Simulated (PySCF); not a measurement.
Diatomics of Al with the chalcogens

CCSD(T) with double-zeta basis sets in PySCF, for the lowest determinant that a PBE0 search found; no spin–orbit coupling. De refers to high-spin ground-configuration atoms.

```csv
M,basis,"reference, frozen orbitals",state (unpaired electrons),Re (Å),ωe (cm⁻¹),De (eV)
O,cc-pV(D+d)Z/cc-pVDZ,"UHF, 6",doublet (σ ↑),1.654,906,4.32
S,def2-SVP,"UHF, 10",doublet (σ ↑),2.044,635,3.69
Se,pcseg-1,"UHF, 14",doublet (σ ↑),2.183,480,3.38
Te,def2-SVP,"UHF, 9",doublet (σ ↑),2.390,402,2.76
```

The shortest bond is that of AlO (1.654 Å), the longest that of AlTe (2.390 Å). AlO is bound most strongly (4.32 eV) and AlTe least (2.76 eV).

The rows differ in basis set, which adds steps of its own.

Down a group the atoms grow and get heavier, so bonds lengthen and wavenumbers fall; this series shows no clear exception.

Correlated steps freeze the inner cores (6 to 14 orbitals); shallow outer-core shells are correlated. Correlated levels converge slowly with the basis: in double zeta they bind strong bonds too weakly, by up to about 1 eV, and carry superposition errors of some tenths. Spin–orbit coupling is left out, which matters for elements this heavy, above all for dissociation energies. The CCSD T1 diagnostic is raised in AlO, a sign that a single reference may not be enough there. States were picked by a PBE0 search and need not be the measured ground states.
